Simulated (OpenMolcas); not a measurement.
# Lines of Te: computed and rescaled rates

```
Program             : OpenMolcas
Method              : CASSCF
Basis               : ANO-RCC-VTZP [7s6p4d2f1g]
Scalar Hamiltonian  : DKH2, point nucleus
Active space        : 6 electrons in 4 orbitals (5s 5p)
State averaging     : 2S+1 = 3 even, 3 roots; 2S+1 = 1 even, 6 roots kept (CI in the orbitals of an earlier block); 2S+1 = 3 odd, 3 roots (0 in the spin-orbit step)
Spin-orbit coupling : state interaction with AMFI integrals over the reference wave functions, term energies averaged over their components
```

Rates come from the transition moments of the reference wave functions (E1 and E2 in the length form). At fixed line strength A goes as λ^-3 for E1 and M1 and as λ^-5 for E2, so a rate at the computed wavelength can be rescaled to the measured one. Measured vacuum wavelengths follow from level energies in NIST Handbook of Basic Atomic Spectroscopic Data. Branching counts decays inside the model space alone, at computed energies, and the table is only a selection of the E2 and M1 lines, drawn from those between levels with measured partners whose computed energy lies within a factor of 1.5 of the measured one.

| Upper | Lower | Type | λ computed (nm) | λ measured (nm) | A computed (s-1) | A rescaled (s-1) | Branching % |
| --- | --- | --- | --- | --- | --- | --- | --- |
| 5s² 5p⁴ ³P₁ | 5s² 5p⁴ ³P₂ | M1 | 2392 | 2105 | 1.58e+00 | 2.32e+00 | 99.8 |
| 5s² 5p⁴ ³P₀ | 5s² 5p⁴ ³P₂ | E2 | 2260 | 2125 | 5.77e-03 | 7.85e-03 | 89.0 |
| 5s² 5p⁴ ¹D₂ | 5s² 5p⁴ ³P₁ | M1 | 1219 | 1722 | 3.36e-01 |  | 8.9 |
| 5s² 5p⁴ ¹S₀ | 5s² 5p⁴ ¹D₂ | E2 | 1014 | 791.1 | 1.03e+00 | 3.56e+00 | 3.5 |
| 5s² 5p⁴ ¹D₂ | 5s² 5p⁴ ³P₂ | M1 | 807.3 | 947.2 | 3.31e+00 |  | 87.8 |
| 5s² 5p⁴ ¹D₂ | 5s² 5p⁴ ³P₂ | E2 | 807.3 | 947.2 | 1.20e-01 |  | 3.2 |
| 5s² 5p⁴ ¹S₀ | 5s² 5p⁴ ³P₁ | M1 | 553.6 | 542.1 | 2.81e+01 |  | 95.8 |
| 5s² 5p⁴ ¹S₀ | 5s² 5p⁴ ³P₂ | E2 | 449.5 | 431.1 | 1.95e-01 |  | 0.7 |

Spin-changing lines and M1 lines between different terms are not rescaled, since their strength hangs on the term gaps too.

The largest correction is for 5s² 5p⁴ ¹S₀ → 5s² 5p⁴ ¹D₂ (E2): 1.03e+00 × (1014 / 791.1)^5 = 3.56e+00 s-1, a factor of 3.46.

The computed order of these levels differs from the measured one in 1 place, and where term gaps are wrong the rates of spin-changing lines can be off by large factors.

No measured rate stands beside these. Rescaling mends the energy factor alone: line strengths can still be far off where a level mixes with configurations outside the active space, and weak or spin-changing lines hang on small mixing coefficients that depend on the term gaps too, so rescaling need not improve them.

Some high roots are left out of the spin-orbit mixing, which shifts the levels that they would mix with. Terms from blocks run as CI alone lack orbitals of their own. Measured partners are found by configuration, term and J. A level has none where our copy of the source lacks it or the pairing is in doubt (some pairs that miss far off the trend of their configuration count as doubtful). Only configurations of the active space appear.
